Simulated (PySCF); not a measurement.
Computed properties of Si(OSiH3)(Me)(Cl)2 (CH6Cl2OSi2), SMILES C[Si](Cl)(Cl)O[SiH3]

CH6Cl2OSi2, SMILES C[Si](O[SiH3])(Cl)Cl. The structure is a stationary point at B3LYP-D3(BJ)/def2-SVP. Other conformers were not sampled. All values are computed for the isolated molecule unless a solvent is named; none is compared with measurement here.

**Structure.** All 30 harmonic modes at B3LYP-D3(BJ)/def2-SVP (PySCF) are real, so it is a minimum. With heavy atoms numbered as in [CH3:1][Si:2]([Cl:3])([Cl:4])[O:5][SiH3:6], the shortest bond between them is Si2–O5 at 1.640 Å and the longest Si2–Cl3 at 2.075 Å.

**Vibrations.** The strongest infrared lines (harmonic, unscaled, degenerate partners summed) lie at 982 cm⁻¹ (579 km/mol, H 76 %, Si 16 %), 1094 cm⁻¹ (350 km/mol, O 69 %, Si 17 %, H 14 %), 571 cm⁻¹ (135 km/mol, Si 57 %, Cl 34 %). The softest mode is at 29 cm⁻¹ and the zero-point energy is 44.5 kcal/mol.

**Electronic structure.** r2SCAN/def2-TZVP (PySCF) places the frontier levels at -7.89 and -0.52 eV, a gap of 7.37 eV, and gives a dipole moment of 1.67 D and a mean polarisability of 86.1 bohr³. PBE/def2-TZVP (PySCF) at the same geometry gives -7.51 and -0.95 eV, so its gap is 0.81 eV narrower. An orbital gap is neither the optical nor the fundamental gap.

**Excitations.** TDDFT-ωB97X/def2-SVPD (PySCF) has S1 at 7.96 eV (156 nm, f = 0.000, dark); the most intense of the 10 singlets computed lies at 8.71 eV (f = 0.14). T1 (TDA) is at 7.61 eV. TDDFT-PBE/def2-SVPD (PySCF) puts S1 at 6.60 eV. No vertical singlet excitation falls in the visible range (under 3.1 eV).

**NMR.** GIAO shifts at PBE0/pcSseg-1 (PySCF) (non-relativistic, atoms alike by connectivity averaged): ¹³C at 9.1 ppm against TMS; ¹H from 1.0 to 5.3 ppm against TMS; ²⁹Si from -34.0 to 9.9 ppm against TMS. Without spin–orbit terms, shifts of atoms bonded to Cl or Br come out too high.

**Solvation.** SMD-B3LYP/def2-SVP (PySCF) gives 1.1 kcal/mol in water, -4.1 kcal/mol in chloroform, -3.3 kcal/mol in n-hexane (1 M in both phases, gas-phase geometry); of these solvents chloroform holds the molecule best.
